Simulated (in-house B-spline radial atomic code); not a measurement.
Multiplet parameters of the 4d4 shell in the molybdenum ion Mo²⁺ ([Kr] 4d4). Level of theory: non-relativistic Hartree-Fock, average of configuration, point nucleus; calculated with a B-spline radial code for spherical atoms.

Slater integrals: F^2 = 58962 cm⁻¹, F^4 = 38440 cm⁻¹. Central-field spin-orbit parameter ζ(4d) = 758.3 cm⁻¹ (bare central field on non-relativistic orbitals, without two-electron terms: too large for light atoms, too small for heavy ones).

Question: What are Racah's B and C?

Answer: B = F^2/49 - 5F^4/441 = 767 cm⁻¹, C = 35F^4/441 = 3051 cm⁻¹, C/B = 3.98.

Question: Where do the terms lie in LS coupling, without spin-orbit interaction?

Answer: In cm⁻¹ above the Hund's-rule term (some of the terms):
| term | expression | energy |
| --- | --- | --- |
| 5D | 0B + 0C | 0 |
| 3H | 4B + 4C | 15273 |
| 3G | 9B + 4C | 19110 |
| 3D | 16B + 4C | 24483 |
| 1I | 6B + 6C | 22910 |

Question: How far can these numbers be trusted?

Answer: Fits to spectra need these integrals scaled down, since correlation screens the repulsion. Here ζ is 0.99 times B, so the coupling is intermediate: spin-orbit interaction mixes the terms, and LS labels name only the largest part.
